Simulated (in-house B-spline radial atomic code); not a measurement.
A fraction x of an electron is added to 5s in neutral molybdenum, starting from [Kr] 4d5 5s1 and keeping the highest spin. Level of theory: scalar-relativistic (X2C) PBEsol, spin-polarised, spherical fractional occupations, Fermi nucleus of rms radius 4.4091 fm; calculated with a B-spline radial code for spherical atoms.

| x | E(x) - E(0) (eV) | 5s down level (eV) |
| --- | --- | --- |
| 0 | 0.0000 | - |
| 0.1 | -0.1988 | -1.876 |
| 0.2 | -0.3681 | -1.508 |
| 0.3 | ? | ? |
| 0.4 | ? | ? |
| 0.5 | -0.6581 | -0.434 |
| 0.6 | -0.6843 | -0.091 |

What belongs in the row x = 0.3?

An energy change of -0.5007 eV; 5s down at -1.144 eV.

What belongs in the row x = 0.4?

An energy change of -0.5972 eV; 5s down at -0.786 eV.

Check Janak's theorem between x = 0.1 and 0.2.

The slope of the energy is -1.69 eV; the orbital levels give -1.69 eV (ε of the filling orbital, averaged over the two points).

Up to what added charge does this functional bind the extra electron?

The highest level rises by about 3.4 eV per electron near x = 0.6 and would reach zero near x = 0.63, so a whole extra electron isn't bound at the basis-set limit.
